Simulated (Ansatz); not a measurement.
Born–Oppenheimer molecular dynamics of CH$_{5}$NSeZn (9 atoms, charge 0, multiplicity 1). It starts at the highest image of a converged band. Of that band: The profile has 2 maxima (images 2, 4) with wells between them (image 3): this band takes more than one step, which may be the mechanism or a detour left from its start path. Neighbouring images differ by up to 1.3 eV, so the band resolves the path poorly. A vibrational analysis at the climbing image gives one clearly imaginary mode, 159i cm⁻¹: a first-order saddle point.

All numbers below come from Ansatz, RKS PBE/def2-SVP.

```json
{
 "ensemble": "NVE (velocity Verlet)",
 "time step": "0.5 fs",
 "steps asked": "200",
 "starting velocities drawn for": "100 K",
 "seed": "10418"
}
```

First frame:

```xyz
9
Properties=species:S:1:pos:R:3
N 0.420 0.945 -0.628
C 0.526 -0.339 -0.339
Zn 1.484 -1.247 1.099
Se -2.538 0.052 -0.742
H -0.488 1.176 -1.142
H 0.831 1.671 -0.031
H -0.123 -0.944 -1.005
H 2.259 -2.020 2.179
H -2.284 0.659 0.593
```

**Question.** What does the run give?

**Answer.** The run went to its last step.

```json
{
  "steps done": "200",
  "time covered": "100 fs",
  "mean temperature over the second half": "102 K",
  "spread of the potential energy over the second half": "4.3 meV per atom",
  "mean potential energy of the second half above the start": "-0.2 meV per atom"
}
```

The conserved energy stayed within 0.029 meV per atom of its start (net change -0.0041 meV per atom), so the integration is sound. A run of 0.1 ps of so small a system gives no equilibrium averages. The orbitals stay closed-shell, which can raise the energy where a bond breaks towards radicals; this wasn't checked here.

**Question.** What happens to the structure?

**Answer.** The step under study would form Se4–H5 and break N1–H5. These pairs go: Se4–H5 2.37 → 1.53 Å, N1–H5 1.07 → 1.54 Å. In the last frame they stand as after the step (other bonds may differ from the relaxed reactants and products). It ends as CH3NZn + H2Se. Pairs count as bonded within 1.25 times the sum of covalent radii (0.12 Å more for H–H). The details hang on the random start.

**Question.** How do temperature and energy run in time?

**Answer.** 
| time (fs) | T (K) | potential energy less start (eV) | conserved less start (meV/atom) |
| --- | --- | --- | --- |
| 0.0 | 100 | 0.000 | 0.00 |
| 5.0 | 73 | 0.025 | 0.01 |
| 10.0 | 44 | 0.051 | 0.01 |
| 15.0 | 49 | 0.046 | 0.01 |
| 20.0 | 43 | 0.052 | 0.01 |
| 25.0 | 31 | 0.063 | 0.02 |
| 30.0 | 37 | 0.057 | 0.02 |
| 35.0 | 59 | 0.038 | 0.01 |
| 40.0 | 76 | 0.022 | 0.02 |
| 45.0 | 71 | 0.026 | 0.02 |
| 50.0 | 49 | 0.047 | 0.02 |
| 55.0 | 54 | 0.042 | 0.02 |
| 60.0 | 65 | 0.032 | 0.02 |
| 65.0 | 57 | 0.039 | 0.02 |
| 70.0 | 71 | 0.027 | 0.02 |
| 75.0 | 112 | -0.011 | 0.02 |
| 80.0 | 109 | -0.008 | 0.02 |
| 85.0 | 113 | -0.012 | 0.02 |
| 90.0 | 168 | -0.062 | 0.01 |
| 95.0 | 139 | -0.035 | 0.02 |
| 100.0 | 193 | -0.084 | 0.00 |

The run took 3.9 min on 2 threads of Intel(R) Xeon(R) 6975P-C (Granite Rapids), on a shared host, peak memory 0.19 GiB.
